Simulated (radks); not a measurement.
All-electron atom: I44+ in [He] 2s2 2p5 (the NIST ground configuration). All-electron calculation, scalar-relativistic Kohn-Sham, BLYP, spin-polarised, spherical densities, point nucleus; open shells are filled with parallel spins first (spin-orbit coupling, left out, can overturn this in heavy ions). Program: a radial shooting solver on a logarithmic mesh with Libxc functionals. Some entries of the table are withheld. Estimate them.

orbital,occ.,eigenvalue (Ry),r(max) (bohr)
1s up,1,(1),0.01753
1s down,1,(2),0.01753
2s up,1,-591.2783,(3)
2s down,1,-590.1034,(4)
2p up,3,-556.8368,0.07796
2p down,2,-555.4304,0.07803

Answer. 
(1) 1s up eigenvalue (Ry): -2662.269
(2) 1s down eigenvalue (Ry): -2661.517
(3) 2s up r(max) (bohr): 0.09769
(4) 2s down r(max) (bohr): 0.09774
